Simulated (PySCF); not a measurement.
AlF2, SMILES [F][Al+][F], charge +1. Atoms are numbered in the order given.

```xyz
3

Al     0.0000     0.0000     0.0000
F      0.0000     0.0000    -1.5918
F      0.0000     0.0000     1.5918
```
Charge +1, spin multiplicity 1.

Geometry: B3LYP-D3(BJ)/def2-TZVP. The multiplicity is an assumed one; other spin states were not compared. The isomer is the one that the SMILES or the coordinates give; other isomers of the formula were not compared.

All values below come from PySCF with PBE0/pcJ-1.

Isotropic couplings with Fermi-contact, spin-dipole and both spin-orbit terms, one fixed conformer, no vibrational averaging. Isotopes: 19F.

Problem. Estimate the spin–spin coupling constants. (Estimate from the structure and the level; the computed values follow.)

Solution. 
```csv
pair,bonds apart,J (Hz)
F2–F3,2,-154.5
```
